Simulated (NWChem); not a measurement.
Correlation energy of CH3S

```
C
H 1 1.0895
H 1 1.0902 2 120.88
S 1 1.7219 2 121.85 3 169.31
H 4 1.3501 1 98.03 2 10.91
```
Charge 0, spin multiplicity 2.

The numbers come from NWChem runs, not from measurements. Structure: optimised with UPBE0/def2-SVP, a minimum by its harmonic frequencies. It is one conformer; others weren't searched.

Basis set: def2-SVP. Each correlation energy counts from its own Hartree-Fock reference.

| method | correlation energy (mHa) |
|---|---|
| CCSD(T) on ROHF | -301.6 |
| UMP2 | -253.7 |
| CCSD[T] on ROHF | -302.0 |
| CCSD[T] on UHF | -296.6 |
| CCSD on UHF | -288.3 |
| SCS-UMP2 | -254.0 |
| CCSD on ROHF | -293.5 |
| CCSD(T) on UHF | -296.2 |

The values span 48.4 mHa, from CCSD[T] on ROHF (lowest) to UMP2 (highest). 

The correlated methods keep 6 core orbitals frozen. The structure started from a generated list of species. No SCF solution was tested for a lower state. Open-shell Hartree-Fock references start from PBE0 orbitals. Coupled-cluster values serve here as a point of comparison, not as the truth.
